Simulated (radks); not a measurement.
Question: Species: the erbium ion Er49+. Configuration: [Ar] 3d1. Calculated with a radial shooting solver on a logarithmic mesh with Libxc functionals: Dirac Kohn-Sham, LDA (Slater exchange, Perdew-Wang correlation), spin-unpolarised, spherical densities, point nucleus; open shells are shared between the two j in proportion to 2j + 1; speed of light set to 102.777 atomic units (0.75 times the physical value, a model run). Some entries of the table are withheld. Estimate them.

| orbital | occ. | eigenvalue (hartree) | <1/r> (bohr^-1) |
|---|---|---|---|
| 1s1/2 | 2 | -2369.575 | 89.59 |
| 2s1/2 | 2 | -509.2543 | 22.34 |
| 2p1/2 | 2 | -490.7952 | (1) |
| 2p3/2 | 4 | -420.1786 | (2) |
| 3s1/2 | 2 | -190.3855 | 8.453 |
| 3p1/2 | 2 | -183.5061 | 8.341 |
| 3p3/2 | 4 | -165.8356 | 6.865 |
| 3d3/2 | 0.4 | (3) | 6.720 |
| 3d5/2 | 0.6 | (4) | 6.428 |
| 4s1/2 | 0 | -97.25116 | (5) |
| 4p1/2 | 0 | -94.34538 | 4.193 |
| 4p3/2 | 0 | -87.72438 | 3.642 |

Answer: 
(1) 2p1/2 <1/r> (bohr^-1): 22.18
(2) 2p3/2 <1/r> (bohr^-1): 16.58
(3) 3d3/2 eigenvalue (hartree): -156.7786
(4) 3d5/2 eigenvalue (hartree): -153.1816
(5) 4s1/2 <1/r> (bohr^-1): 4.252
